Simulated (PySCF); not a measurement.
SMILES O=CC[SiH2]c1cccs1 (GFN2-xTB optimised geometry):

```
17

O     -2.297    -1.819    -3.184
C     -2.231    -1.029    -2.280
C     -2.540    -1.316    -0.865
Si    -0.919    -1.836     0.027
C      0.248    -0.369     0.000
C      1.614    -0.369     0.000
C      2.187     0.919     0.000
C      1.248     1.901     0.004
S     -0.345     1.267     0.007
H     -1.877     0.007    -2.460
H     -3.246    -2.142    -0.794
H     -2.948    -0.436    -0.373
H     -0.289    -2.963    -0.658
H     -1.285    -2.174     1.409
H      2.191    -1.277    -0.004
H      3.246     1.106    -0.005
H      1.392     2.963     0.003
```

Calculation: PySCF with PBE0/def2-SVP.

**Question.** What are the frontier orbital energies and the dipole moment?

**Answer.** HOMO-2 -7.60 eV, HOMO-1 -7.26 eV, HOMO -7.04 eV, LUMO -0.93 eV, LUMO+1 -0.48 eV; dipole moment 3.08 D.

Meta-Löwdin charges at PBE0/def2-SVP: O1 -0.39, C2 0.28, C3 -0.45, Si4 0.63, C5 -0.35, C6 -0.12, C7 -0.13, C8 -0.23, S9 0.25, H10 0.06, H11 0.13, H12 0.12, H13 -0.09, H14 -0.10, H15 0.12, H16 0.12, H17 0.13.
